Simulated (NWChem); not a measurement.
System: C4H3F; SMILES C#C/C=C\F

Excerpt of the output:

```
             Northwest Computational Chemistry Package (NWChem) 7.3.0
             --------------------------------------------------------

 CS  symmetry detected

                             Geometry "geometry" -> ""
                             -------------------------

 Output coordinates in angstroms (scale by  1.889725989 to convert to a.u.)

  No.       Tag          Charge          X              Y              Z
 ---- ---------------- ---------- -------------- -------------- --------------
    1 C                    6.0000     0.54139349     2.20746479     0.00000000
    2 C                    6.0000    -0.12401520     1.17731613     0.00000000
    3 C                    6.0000    -0.92492918     0.00696989     0.00000000
    4 C                    6.0000    -0.44765164    -1.25869713     0.00000000
    5 F                    9.0000     0.85609082    -1.54101040     0.00000000
    6 H                    1.0000     1.13639625     3.10973822     0.00000000
    7 H                    1.0000    -2.02244370     0.11747673     0.00000000
    8 H                    1.0000    -1.08755472    -2.15644342     0.00000000

 Effective nuclear repulsion energy (a.u.)     138.1369740706

      Symmetry information
      --------------------

 Group name             Cs
 Group number              2
 Group order               2
 No. of unique centers     8

                                 NWChem DFT Module
                                 -----------------

 Summary of "ao basis" -> "ao basis" (spherical)
 ------------------------------------------------------------------------------
       Tag                 Description            Shells   Functions and Types
 ---------------- ------------------------------  ------  ---------------------
 C                          def2-svp                 6       14   3s2p1d
 F                          def2-svp                 6       14   3s2p1d
 H                          def2-svp                 3        5   2s1p

      Symmetry analysis of basis
      --------------------------

        a'         62
        a"         23

            General Information
            -------------------
          SCF calculation type: DFT
          Wavefunction type:  closed shell.
          No. of atoms     :     8
          No. of electrons :    36
           Alpha electrons :    18
            Beta electrons :    18
          Charge           :     0
          Spin multiplicity:     1
          Use of symmetry is: on ; symmetry adaption is: on
          Maximum number of iterations: 150
          AO basis - number of functions:    85
                     number of shells:    39
          Convergence on energy requested:  1.00D-06
          Convergence on density requested:  1.00D-05
          Convergence on gradient requested:  5.00D-04

              XC Information
              --------------
                         B3LYP Method XC Potential
                     Hartree-Fock (Exact) Exchange  0.200
                        Slater Exchange Functional  0.800 local
                    Becke 1988 Exchange Functional  0.720 non-local
              Lee-Yang-Parr Correlation Functional  0.810
                  VWN I RPA Correlation Functional  0.190 local

             Grid Information
             ----------------
          Grid used for XC integration:  medium
          Radial quadrature: Mura-Knowles
          Angular quadrature: Lebedev.
          Tag              B.-S. Rad. Rad. Pts. Rad. Cut. Ang. Pts.
          ---              ---------- --------- --------- ---------
          C                   0.70       49          12.0       434
          F                   0.50       49          12.0       434
          H                   0.35       45          13.0       434
          Grid pruning is: on
          Number of quadrature shells:   380
          Spatial weights used:  Erf1

      Superposition of Atomic Density Guess
      -------------------------------------

 Sum of atomic energies:        -251.28959051

      Non-variational initial energy
      ------------------------------

 Total energy =    -253.660745
 1-e energy   =    -615.727378
 2-e energy   =     223.929659
 HOMO         =      -0.261788
 LUMO         =      -0.008743

      Symmetry analysis of molecular orbitals - initial
      -------------------------------------------------

  Numbering of irreducible representations:

     1 a'          2 a"

  Orbital symmetries:

     1 a'          2 a'          3 a'          4 a'          5 a'
     6 a'          7 a'          8 a'          9 a'         10 a'
    11 a'         12 a"         13 a'         14 a'         15 a'
    16 a"         17 a'         18 a"         19 a"         20 a'
    21 a'         22 a'         23 a"         24 a'         25 a'
    26 a'         27 a'         28 a'

     ---------------------------------------------
      Total Density - Mulliken Population Analysis
     ---------------------------------------------

    Atom       Charge   Shell Charges
 -----------   ------   -------------------------------------------------------
    1 C    6     6.42   1.99  0.98  0.60  1.96  0.86  0.03
    2 C    6     5.85   1.99  0.97  0.26  1.91  0.67  0.04
    3 C    6     6.29   1.99  0.96  0.24  2.02  1.05  0.03
    4 C    6     5.43   1.99  0.92  0.26  1.58  0.62  0.07
    5 F    9     9.36   1.99  1.14  0.77  3.42  2.04  0.01
    6 H    1     0.86   0.62  0.22  0.03
    7 H    1     0.86   0.64  0.19  0.02
    8 H    1     0.93   0.68  0.23  0.02

   convergence    iter        energy       DeltaE   RMS-Dens  Diis-err
 ---------------- ----- ----------------- --------- --------- ---------
 d= 0,ls=0.0,diis     1   -253.6987392874 -3.92D+02  1.64D-02  6.51D-01
 d= 0,ls=0.0,diis     2   -253.6622002691  3.65D-02  9.34D-03  1.01D+00
 d= 0,ls=0.0,diis     3   -253.7693449436 -1.07D-01  3.36D-03  8.71D-02
 d= 0,ls=0.0,diis     4   -253.7761569256 -6.81D-03  1.50D-03  4.10D-02
 d= 0,ls=0.0,diis     5   -253.7812410916 -5.08D-03  4.29D-04  1.73D-03
  Resetting Diis
 d= 0,ls=0.0,diis     6   -253.7814150114 -1.74D-04  1.87D-04  4.05D-04
 d= 0,ls=0.0,diis     7   -253.7814626952 -4.77D-05  9.66D-05  1.53D-05
 d= 0,ls=0.0,diis     8   -253.7814599549  2.74D-06  6.33D-05  3.87D-05
 d= 0,ls=0.0,diis     9   -253.7814642978 -4.34D-06  7.44D-06  7.01D-07
 d= 0,ls=0.0,diis    10   -253.7814643957 -9.80D-08  1.18D-06  1.60D-08

         Total DFT energy =     -253.781464395735
      One electron energy =     -619.018512149803
           Coulomb energy =      260.214474406103
    Exchange-Corr. energy =      -33.114400722618
 Nuclear repulsion energy =      138.136974070583

 Numeric. integr. density =       35.999994967166

                  Occupations of the irreducible representations
                  ----------------------------------------------

                     irrep           alpha         beta
                     --------     --------     --------
                     a'               15.0         15.0
                     a"                3.0          3.0

                       DFT Final Molecular Orbital Analysis
                       ------------------------------------

 Vector   16  Occ=2.000000D+00  E=-3.372650D-01  Symmetry=a"
              MO Center= -2.2D-01,  5.9D-01, -6.5D-15, r^2= 2.5D+00
   Bfn.  Coefficient  Atom+Function         Bfn.  Coefficient  Atom+Function
  ----- ------------  ---------------      ----- ------------  ---------------
    20      0.357148  2 C  pz                34      0.333439  3 C  pz
     6      0.248161  1 C  pz                37      0.213309  3 C  pz
    62      0.207562  5 F  pz                23      0.169685  2 C  pz
    48      0.166935  4 C  pz                65     -0.151121  5 F  pz
     9      0.131246  1 C  pz                51      0.067322  4 C  pz

 Vector   17  Occ=2.000000D+00  E=-2.826759D-01  Symmetry=a'
              MO Center=  1.3D-01,  1.6D+00, -7.9D-16, r^2= 1.7D+00
   Bfn.  Coefficient  Atom+Function         Bfn.  Coefficient  Atom+Function
  ----- ------------  ---------------      ----- ------------  ---------------
     4      0.357034  1 C  px                18      0.349776  2 C  px
     5     -0.233188  1 C  py                19     -0.223131  2 C  py
     7      0.209819  1 C  px                21      0.167809  2 C  px
    22     -0.167698  2 C  py                 8     -0.154112  1 C  py
    76      0.126801  7 H  s                 47     -0.090749  4 C  py

 Vector   18  Occ=2.000000D+00  E=-2.457982D-01  Symmetry=a"
              MO Center= -8.9D-02,  4.7D-01, -1.7D-15, r^2= 3.5D+00
   Bfn.  Coefficient  Atom+Function         Bfn.  Coefficient  Atom+Function
  ----- ------------  ---------------      ----- ------------  ---------------
     6      0.352367  1 C  pz                48     -0.332581  4 C  pz
    34     -0.275069  3 C  pz                20      0.241274  2 C  pz
     9      0.229443  1 C  pz                37     -0.214700  3 C  pz
    62     -0.211666  5 F  pz                51     -0.201997  4 C  pz
    65      0.171510  5 F  pz                23      0.163435  2 C  pz

 Vector   19  Occ=0.000000D+00  E=-3.852615D-02  Symmetry=a"
              MO Center= -2.6D-01,  6.1D-02,  3.5D-15, r^2= 3.7D+00
   Bfn.  Coefficient  Atom+Function         Bfn.  Coefficient  Atom+Function
  ----- ------------  ---------------      ----- ------------  ---------------
    51      0.488861  4 C  pz                48      0.451995  4 C  pz
     9      0.377586  1 C  pz                37     -0.357895  3 C  pz
     6      0.302310  1 C  pz                34     -0.300427  3 C  pz
    23     -0.229907  2 C  pz                62      0.181440  5 F  pz
    20     -0.177041  2 C  pz                65     -0.176202  5 F  pz

[...]
```

Level: B3LYP/def2-SVP. All runs use the structure optimised with PBE-D3(BJ)/def2-SVP.

**Question.** Which NWChem input produces such a log?

**Answer.** This is not unique; one that fits is the input that was run:
```
start job
memory heap 200 mb stack 900 mb global 1100 mb
geometry units angstroms noautoz
  C      0.558936     2.196693     0.000000
  C     -0.112288     1.170324     0.000000
  C     -0.919808     0.004526     0.000000
  C     -0.449696    -1.263820     0.000000
  F      0.852429    -1.553502     0.000000
  H      1.159032     3.095587     0.000000
  H     -2.016680     0.121238     0.000000
  H     -1.094666    -2.157933     0.000000
end
basis spherical
  * library def2-svp
end
dft
  xc b3lyp
  iterations 150
  mulliken
end
task dft energy
```
